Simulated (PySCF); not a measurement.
# One molecule, several mistakes: AlGeH3O2

Calculated results; nothing here was measured. The program is PySCF 2.14.0, an open-source quantum chemistry code, run on an isolated molecule that a program drew, which may never have been made. The molecule is AlGeH3O2 (charge 0, singlet), drawn as the SMILES string `[O]=[GeH][O][AlH2]`.

Each row is a Hartree-Fock (HF) and frozen-core CCSD(T) single point in the cc-pV(D+d)Z basis, meant for a local HF minimum. Run 1 is clean. Each other run has one planted mistake out of seven kinds, and not every kind appears here: one electron removed, one electron added, multiplicity raised by two, geometry at a saddle point, minimal basis STO-3G, one bond length entered in bohr, all coordinates scaled. The reference is restricted for singlets and unrestricted otherwise, and also for a bond in bohr. Adding or removing an electron swaps singlet and doublet. Electrons count all cores. HOMO and LUMO are orbital energies over both spins, the gradient is its largest component, and the lowest frequency (negative if imaginary) is given only where the gradient is small. Bond lengths are over the 6 bonds as drawn. T1 is the CCSD diagnostic: over 0.02 (restricted) or 0.045 (unrestricted) a single reference is doubtful. Germanium has the cc-pVDZ-PP basis, with a core potential (ECP10MDF) in place of its 10 inner electrons, and its 3s, 3p and 3d shells are frozen in CCSD(T).

Geometry of the clean run:
```xyz
7
AlGeH3O2, angstrom
O     1.9160   -0.3943    0.6170
Ge    0.7644   -0.7017    1.7063
O    -0.6892    0.2177    1.8467
Al   -1.8183    1.4347    1.4800
H     0.7125   -1.7841    2.7646
H    -1.6984    2.8017    2.2446
H    -2.9484    1.0988    0.4421
```

```
run  electrons  basis functions  <S^2>  HOMO (eV)  LUMO (eV)  gradient (hartree/bohr)  lowest frequency (cm^-1)  mean bond (Å)  longest bond (Å)      T1  HF (hartree)  CCSD(T) (hartree)                          mistake
  1         64               89  0.000     -11.52       1.39                  6.8e-06                        55         1.6161             1.726  0.0237    -686.79661         -687.36721                         no fault
  2         65               89  0.768       0.73       5.07                  6.6e-02                         -         1.6161             1.726  0.0231    -686.74556         -687.31920               one electron added
  3         64               89  0.000     -11.60       1.28                  5.1e-05                       -85         1.6171             1.729  0.0237    -686.79512         -687.36615       geometry at a saddle point
  4         64               89  2.028      -5.99       0.70                  1.3e-01                         -         1.6161             1.726  0.0196    -686.68915         -687.20177       multiplicity raised by two
  5         64               89  0.816      -8.69       0.90                  8.8e-03                         -         1.8491             2.968  0.0564    -686.69519         -687.25696  one bond length entered in bohr
  6         64               89  0.000     -11.46       1.35                  1.6e-02                         -         1.6388             1.750  0.0248    -686.79500         -687.36958                                ?
```

**Which mistake was planted in run 6, and what did it cost?**

The mean and the longest bond both change by the same factor, 1.014, and the gradient is no longer small. So the mistake is: all coordinates scaled. Subtracting run 1 and multiplying by 627.51 kcal/mol a hartree, the energy moved by 1.0 kcal/mol in HF and -1.5 kcal/mol in CCSD(T).

Cautions from the logs. Run 1: T1 is over the limit, so its CCSD(T) energy is less reliable; run 2: the HOMO is above zero, so the electron isn't bound and the energy depends on the basis; run 3: T1 is over the limit, so its CCSD(T) energy is less reliable; run 5: T1 is over the limit, so its CCSD(T) energy is less reliable; run 6: T1 is over the limit, so its CCSD(T) energy is less reliable.
